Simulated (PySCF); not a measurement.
Method: Ur2SCAN in PySCF with Zr def2-TZVP with ECP28, Cl def2-TZVP; scalar-relativistic core potentials, no spin–orbit coupling; density-fitted integrals.

```xyz
3
charge 0 multiplicity 3, angstrom
Zr    0.3279   -0.0011    0.0000
Cl   -0.4390    0.0014    2.2230
Cl   -0.4390    0.0014   -2.2230
```

ZrCl2 (triplet), along the line from Zr1 (at 0) through Cl2 (at 2.352 Å). Core electrons replaced by a potential are absent, the electrostatic potential uses the reduced nuclear charge, and values within about 0.7 Å of such atoms have no physical meaning.

Tabulate the fields along this line at -0.82, 0.71, 0.94, 1.18, 1.41, 1.65, 1.88, 2.12, 2.47, 2.70, 2.94, 3.17, 3.41, 3.64 Å.


| distance (Å) | electron density (e/Å³) | spin density (e/Å³) | electron localisation function | electrostatic potential (V) |
| --- | --- | --- | --- | --- |
| -0.82 | 1.43 | 0.134 | 0.793 | 34.7 |
| 0.71 | 2.44 | 0.21 | 0.828 | 53.3 |
| 0.94 | 0.865 | 0.0805 | 0.36 | 23.7 |
| 1.18 | 0.602 | 0.0298 | 0.328 | 13.4 |
| 1.41 | 0.912 | 0.0102 | 0.772 | 13.8 |
| 1.65 | 1.61 | -0.00212 | 0.801 | 30.6 |
| 1.88 | 2.54 | -0.00744 | 0.114 | 89.8 |
| 2.12 | 41 | -0.00505 | 0.846 | 340 |
| 2.47 | 178 | -0.064 | 0.521 | 1090 |
| 2.70 | 6.96 | -0.0024 | 0.248 | 162 |
| 2.94 | 1.85 | -0.0101 | 0.555 | 51.1 |
| 3.17 | 0.977 | -0.00668 | 0.883 | 16.8 |
| 3.41 | 0.402 | -0.0032 | 0.85 | 5.35 |
| 3.64 | 0.152 | -0.0014 | 0.751 | 1.49 |

On a grid of 0.12 Å the density has a local minimum along the bond near 1.18 Å from Zr, at 0.60 e/Å³, where the ELF is 0.33.

With open d or f shells other occupations or spin states may lie lower.
